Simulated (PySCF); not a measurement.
Electron correlation in B (boron, neutral)

[He] 2s2 3s1, 2S determinant (an excited configuration). Calculation: PySCF 2.14, in aug-cc-pVQZ-DK (6s5p4d3f2g, 80 functions); the spin-free X2C one-electron Hamiltonian (Gaussian nucleus). Frozen: 1s2; 3 electrons correlated.

| level | correlation energy (mhartree) |
| --- | --- |
| CCSD | -68.70 |
| (T) | -0.83 |
| CCSD(T) | -69.53 |

Diagnostics: T1 = 0.019, D1 = 0.0439, largest double amplitude 0.139.

The outer electron is Rydberg-like, and this basis confines it to a smaller radius and binds it less than a complete one would.

Cost of the coupled-cluster step: roughly 17 core-seconds, for 3 correlated electrons.
